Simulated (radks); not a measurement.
Charge is removed step by step from the 4s1/2 level of neutral selenium, starting from [Ar] 3d10 4s2 4p4. Method: Dirac Kohn-Sham, PBEsol, spin-unpolarised, spherical densities, point nucleus; open shells fill j = l - 1/2 first; computed with a radial shooting solver on a logarithmic mesh with Libxc functionals.

removed (e)  E - E(0) (eV)  eigenvalue (eV)  E minus straight line (eV)
0                    0.000          -17.230                       0.000
0.125                2.230          -18.454                      -0.562
0.25                 4.615          -19.705                      -0.969
0.375                7.157          -20.979                      -1.218
0.5                  9.860          -22.276                      -1.306
0.625               12.727          -23.595                      -1.231
0.75                15.760          -24.933                      -0.990
0.875               18.961          -26.291                      -0.581
1                   22.333          -27.667                       0.000

Removing the whole electron costs 22.333 eV by Delta-SCF, against 17.230 eV from minus the eigenvalue at the starting occupation. Slater's transition state (half an electron removed) gives 22.276 eV. Integrating minus the eigenvalue over the occupation (Janak's theorem) gives 22.333 eV. The mean slope of the eigenvalue, de/dn, is 10.4 eV per electron.
